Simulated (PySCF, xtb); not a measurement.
C2H6BF2N, SMILES CN(C)B(F)F.

Geometry: B3LYP-D3(BJ)/def2-SVP. The values are those of a single conformer.

Method: PySCF with IEF-PCM-PBE0/def2-SVP.

The values are the electrostatic part of the solvation free energy, E(continuum) − E(gas) at the gas-phase geometry, in a cavity of scaled van der Waals radii (PySCF's table); cavitation and dispersion terms are not included. In vacuum the orbital gap is 8.88 eV. The dipole moment in vacuum is 2.64 D.

Computed values in water (ε = 78.36), ethanol (ε = 24.85), toluene (ε = 2.37):
```csv
solvent,ε,ΔG(elec) (kcal/mol),dipole (D),gap (eV)
water,78.36,-2.5,3.19,8.97
ethanol,24.85,-2.4,3.16,8.97
toluene,2.37,-1.2,2.90,8.93
```

For comparison, GFN2-xTB/ALPB(water) (xtb, at the GFN2-xTB geometry, all terms of that model) gives -4.0 kcal/mol.
